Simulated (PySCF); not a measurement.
Estimate the missing entries of this data sheet.

BCl2(CCH), C₂HBCl₂.
InChI=1S/C2HBCl2/c1-2-3(4)5/h1H

```json
{"property": "point group", "level": "PBE0-D3(BJ)/def2-SVP", "value": "C2v"}
{"property": "rotational constants A, B, C", "level": "PBE0-D3(BJ)/def2-SVP", "value": "?"}
{"property": "dipole moment", "level": "wB97X-D/def2-SVPD", "value": "?"}
{"property": "HOMO energy", "level": "wB97X-D/def2-SVPD", "value": "-10.53 eV"}
{"property": "LUMO energy", "level": "wB97X-D/def2-SVPD", "value": "-0.67 eV"}
{"property": "lowest singlet excitation", "level": "TDDFT wB97X-D/def2-SVPD", "value": "4.59 eV (270 nm, f = 0.000)"}
{"property": "strongest line among the 10 lowest singlet transitions", "level": "TDDFT wB97X-D/def2-SVPD", "value": "S9 at 8.29 eV (150 nm, f = 0.390)"}
{"property": "lowest triplet excitation (Tamm–Dancoff)", "level": "TDA wB97X-D/def2-SVPD", "value": "4.22 eV"}
{"property": "static isotropic polarisability", "level": "wB97X-D/def2-SVPD", "value": "64.0 au"}
{"property": "electronic spatial extent ⟨r²⟩ about the centre of nuclear charge", "level": "wB97X-D/def2-SVPD", "value": "?"}
{"property": "13C chemical shifts (computed TMS as zero) by class", "level": "GIAO B3LYP/pcSseg-1", "value": "111.6 (1 C), 89.2 (1 C) ppm"}
{"property": "1H chemical shifts (computed TMS as zero) by class", "level": "GIAO B3LYP/pcSseg-1", "value": "3.62 (1 H) ppm"}
{"property": "isotropic shieldings of nuclei other than C and H, by class", "level": "GIAO B3LYP/pcSseg-1", "value": "52 (1 B), 636 (2 Cl) ppm"}
```

Gas-phase values; electronic properties from PySCF, density fitting. Geometry: PBE0-D3(BJ)/def2-SVP; no solvent, vibrations or thermal averaging.

Q: Give the rotational constants A, B, C.

A: 3.170, 2.727, 1.466 GHz.

Q: The dipole moment?

A: 1.81 D.

Q: The electronic spatial extent ⟨r²⟩ about the centre of nuclear charge?

A: 721 bohr².

A dipole of 1.81 D is allowed in C2v, and pure rotational transitions are dipole-allowed. No computed singlet falls in the visible range (750 to 380 nm, 1.65 to 3.26 eV); S1 lies 1.33 eV above its blue end. With B = h/(8π²I), that is 505.379 GHz u Å² over I, the principal moments of inertia are 159.4, 185.3 and 344.8 u Å² (most abundant isotopes). The vertical singlet–triplet gap S1 − T1 is 0.37 eV (TDDFT singlet less Tamm–Dancoff triplet; S1: HOMO→LUMO, weight 0.93; T1: HOMO−1→LUMO, weight 0.89). The dipole equals about 6.0 × 10⁻³⁰ C·m (1 D = 3.33564 × 10⁻³⁰ C·m). The principal polarisabilities are 43.6, 64.6 and 83.9 au; their mean is the isotropic value.

For the NMR shielding job (B3LYP/pcSseg-1), time: 5.2 s wall. Hardware: one thread, x86-64 server, on a shared host.
